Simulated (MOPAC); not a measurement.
MOPAC input (PM7):

```
PM7 PRECISE GNORM=0.05 LET XYZ CHARGE=1 GEO-OK AUX(PRECISION=9) THREADS=1
CH3S

C    -1.04362215 1    0.14891845 1   -0.14969924 1
S     0.55418527 1   -0.01630678 1    0.03077809 1
H    -1.39596080 1    0.95534934 1   -0.78706621 1
H    -1.76903875 1   -0.49975121 1    0.32998966 1
H     0.55976817 1   -1.08820041 1    0.86282249 1
```

From the last part of the output:

```
                                                       MOPAC v23.2.5 Linux

          FINAL HEAT OF FORMATION =        203.64708 KCAL/MOL =     852.05937 KJ/MOL

          COSMO AREA              =         77.94 SQUARE ANGSTROMS
          COSMO VOLUME            =         60.89 CUBIC ANGSTROMS

          GRADIENT NORM           =          0.03437          =       0.01537 PER ATOM
          IONIZATION POTENTIAL    =         16.759107 EV
          HOMO LUMO ENERGIES (EV) =        -16.759 -7.514
          NO. OF FILLED LEVELS    =          6
          MOLECULAR WEIGHT        =         47.0947         POINT GROUP:  Cs

          MOLECULAR DIMENSIONS (Angstroms)

            Atom       Atom       Distance
            H     5    H     3     3.36635
            H     4    S     2     2.11951
            H     5    C     1     0.00000

          SCF CALCULATIONS        =         13

   ATOM   CHEMICAL          X               Y               Z
  NUMBER   SYMBOL      (ANGSTROMS)     (ANGSTROMS)     (ANGSTROMS)

     1       C         -1.00179224  *   0.14650295  *  -0.14645674  *
     2       S          0.52821503  *  -0.02955869  *   0.04021319  *
     3       H         -1.44716718  *   0.94229363  *  -0.77860865  *
     4       H         -1.85354472  *  -0.41871670  *   0.26433791  *
     5       H          0.69755043  *  -1.07310099  *   0.85561006  *

                             CARTESIAN COORDINATES

   1    C       -1.001792239     0.146502952    -0.146456736
   2    S        0.528215029    -0.029558690     0.040213192
   3    H       -1.447167179     0.942293633    -0.778608649
   4    H       -1.853544719    -0.418716700     0.264337910
   5    H        0.697550427    -1.073100993     0.855610063

           Empirical Formula: C H3 S  =     5 atoms

      MOLECULAR POINT GROUP   :   Cs

                  EIGENVALUES
 -34.68749 -26.82495 -22.01472 -20.19242 -17.39942 -16.75911  -7.51419  -6.47712
  -6.19110  -5.53007  -5.52975  -5.14771  -3.55367  -2.57410  -0.75836  -0.07866

              NET ATOMIC CHARGES AND DIPOLE CONTRIBUTIONS

  ATOM NO.   TYPE          CHARGE      No. of ELECS.   s-Pop       p-Pop       d-Pop
    1          C          -0.439423        4.4394     1.15227     3.28716
    2          S           0.841020        5.1590     1.80582     3.12416     0.22899
    3          H           0.253844        0.7462     0.74616
    4          H           0.240486        0.7595     0.75951
    5          H           0.104074        0.8959     0.89593
 DIPOLE           X         Y         Z       TOTAL
 POINT-CHG.     0.459    -0.326     0.268     0.624
 HYBRID        -0.609    -0.570     0.422     0.935
 SUM           -0.150    -0.896     0.690     1.141

          ATOMIC ORBITAL ELECTRON POPULATIONS

     Atom    s        px        py        pz      x^2-y^2     xz        z^2       yz        xy
    1  C   1.15227   1.10404   1.13489   1.04822
    2  S   1.80582   0.98088   1.08499   1.05830   0.05651   0.04529   0.01543   0.06933   0.04244
    3  H   0.74616
    4  H   0.75951
    5  H   0.89593

 **********************
 *                    *
 * JOB ENDED NORMALLY *
 *                    *
 **********************

 == MOPAC DONE ==
```

The dipole moment of an ion depends on the origin.

The geometry given is a B3LYP-D3(BJ)/def2-TZVP minimum.
